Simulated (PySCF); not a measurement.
Electron affinity of Ga by level of theory

Ga⁻ [Ar] 3d10 4s2 4p2 (3P) → Ga [Ar] 3d10 4s2 4p1 (2P), as a difference of total energies. All numbers are calculated (PySCF 2.14, the spin-free X2C one-electron Hamiltonian (Gaussian nucleus), in x2c-TZVPPall with one added diffuse shell each of s, p, d type (7s6p5d1f, 57 functions)). Correlated levels: valence: [Ar] 3d10 frozen. The calculations carry no spin-orbit coupling.

Question: Order these methods by the electron affinity they give, lowest first.
A. UHF
B. CCSD(T) (valence)
C. CCSD (valence)
D. SCS-MP2 (valence)

Answer: A (-0.061 eV), D (0.138 eV), C (0.259 eV), B (0.294 eV).

A first-order spin-orbit estimate (lowest level to lowest level, LS coupling) adds -0.024 eV.

Errors of the correlated levels include the incompleteness of this basis and the frozen core.

A negative affinity means that the anion lies above the atom at that level of theory.

For comparison: 0.301 eV (measured; photodetachment measurements, as compiled on the Wikipedia data page of electron affinities).
